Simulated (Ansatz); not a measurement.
One change: `B1CO1` becomes `C[Se]B1CO1`.

Ansatz, PBE0-D4/def2-TZVP geometries, multiplicity 1. Each molecule was computed in one conformer, which needn't be the lowest.

Scalar relativity is left out up to krypton.

| property | `B1CO1` |
| --- | --- |
| LUMO energy (ωB97M-V/def2-TZVPP) / eV | 1.48 |
| size of the dipole moment (B3LYP/def2-TZVPP) / D | 1.30 |
| HOMO energy (ωB97M-V/def2-TZVPP) / eV | -10.63 |
| LUMO energy (PBE0/def2-TZVPP) / eV | -0.42 |
| LUMO energy (B3LYP/def2-TZVPP) / eV | -0.68 |
| LUMO energy (PBE/def2-TZVPP) / eV | -1.44 |

Question: What does the change do to each property? (Best estimate.)

Answer: Ansatz gave: 
```csv
property,`C[Se]B1CO1`,shift
LUMO energy (ωB97M-V/def2-TZVPP) / eV,1.71,0.23
size of the dipole moment (B3LYP/def2-TZVPP) / D,2.80,1.50
HOMO energy (ωB97M-V/def2-TZVPP) / eV,-9.28,1.35
LUMO energy (PBE0/def2-TZVPP) / eV,0.00,0.42
LUMO energy (B3LYP/def2-TZVPP) / eV,-0.27,0.41
LUMO energy (PBE/def2-TZVPP) / eV,-0.91,0.53
```

With PBE0 the HOMO rises by 1.16 eV and the LUMO rises by 0.42 eV, so the gap narrows by about 0.74 eV. PBE moves the HOMO by 0.94 eV and ωB97M-V by 1.35 eV. Dipoles are sizes alone; their direction can turn.

B3LYP here is the variant with VWN-RPA as its local correlation; programs differ in this.

Spin–orbit coupling is left out; it splits and shifts lone-pair levels of the heavy atoms by tenths of an eV.
